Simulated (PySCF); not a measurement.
C₃H₇NOSi, SMILES C#CCN[SiH2]O. Atoms are numbered in the order given.

```xyz
13

C      1.9813     1.8268    -0.0311
C      1.7468     0.6386     0.0250
C      1.4020    -0.7892     0.0957
N      0.0923    -1.0662     0.6483
Si    -1.3523    -0.6411    -0.2193
O     -1.7252     0.9827    -0.2138
H      2.2098     2.8760    -0.0742
H      1.4568    -1.2076    -0.9249
H      2.1825    -1.3173     0.6699
H      0.0660    -0.9552     1.6579
H     -2.5074    -1.3080     0.4316
H     -1.1092    -1.1313    -1.6097
H     -0.9919     1.5638    -0.4450
```
Charge 0, spin multiplicity 1.

The structure is a stationary point at PBE0-D3(BJ)/def2-SVP. This is a generated structure with no PubChem entry under its InChIKey; it may be hypothetical. One conformer was computed; it need not be the lowest.

All values below come from PBE/def2-TZVP in PySCF.

The molecule is in vacuum.

```json
{
 "total_energy": "-537.64299 hartree",
 "highest_occupied_level": "-6.01 eV",
 "lowest_empty_level": "-0.65 eV",
 "orbital_gap": "5.36 eV",
 "dipole_moment": "1.90 D",
 "quadrupole, principal values (traceless, Buckingham form, about the centre of nuclear charge)": "-6.76, 0.66, 6.11 D·Å",
 "mean_static_polarisability": "70.6 bohr³ (10.46 Å³)",
 "polarisability_principal_values": "56.2, 68.0, 87.5 bohr³"
}
```
